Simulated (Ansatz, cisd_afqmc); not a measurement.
System: AlCl, charge 0, singlet. AlCl (SMILES [Cl][Al]).
B3LYP-D3(BJ)/def2-TZVP minimum from Ansatz (a first-principles code):
```
Al
Cl 1 2.1602
```

Total energies in cc-pV(D+d)Z, 10 correlated electrons, 10 frozen orbitals. Radicals and triplets start from unrestricted determinants; spin-orbit coupling is neglected. Correlated methods leave the cores frozen. No relativity. AFQMC is phaseless with a CISD trial state; ± is one standard error, without the phaseless bias. Outlying blocks are dropped, and bars are widened where a walk drifts. Over all cases where full CI ran beside it in this data, AFQMC minus full CI had a median of +0.1 mEh and passed +0.4 mEh in a tenth of the cases.

```
method         program         energy (Eh)  minus CCSDTQ (mEh)
----------  ----------  ------------------  ------------------
HF              Ansatz          -701.48864              213.24
MP2             Ansatz          -701.67030               31.59
CCSD            Ansatz          -701.69572                6.17
CCSD(T)         Ansatz          -701.70083                1.06
CCSDT(Q)        Ansatz          -701.70189               -0.01
CCSDTQ          Ansatz          -701.70189                0.00
AFQMC/CISD  cisd_afqmc  -701.7021 ± 0.0003          -0.2 ± 0.3
```

Rough core times of Ansatz's runs on a shared machine: CCSD(T) under 20 s, CCSDT(Q) under 20 s, CCSDTQ 8 min.
